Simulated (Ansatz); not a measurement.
Computed with Ansatz on PBE0-D4/def2-TZVP structures; ΔE is electronic, products minus reactants. CCSD(T)/CBS adds triple-zeta CCSD(T) − MP2 to the extrapolated MP2 energy (def2 sets, frozen cores). Functionals use def2-TZVPP. For Ge, Se outer-core shells are correlated without core-valence functions, which leaves a few kJ/mol of doubt a bond. Scalar relativity is left out up to krypton. One conformer a species, not always the lowest.

Reaction (ligand exchange at a Ge–C bond): `[OH][GeH2][C]#C[SiH3]` + `C[SeH]` → `C[Se][GeH2][OH]` + `C#C[SiH3]`

```tsv
level	ΔE (kcal/mol)
PBE0-D4	-12.2
r2SCAN	-12.0
CCSD(T)/def2-TZVPP	-9.8
MP2/CBS(def2)	-12.0
```

(1) What does CCSD(T)/CBS give? (Best estimate.)

Largest T1 diagnostic among the species: 0.013.

Answers

(1) The calculation gave: -11.4 kcal/mol. The listed levels differ from it by -0.8, -0.6, 1.6, -0.6 kcal/mol.

The D4 term adds −1.0 kcal/mol with B3LYP and −0.5 kcal/mol with PBE0; it sums over pairs of atoms, weighted by their polarisabilities, and B3LYP, whose exchange is more repulsive, gets the larger term.

B3LYP here is the variant with VWN-RPA as its local correlation; programs differ in this.
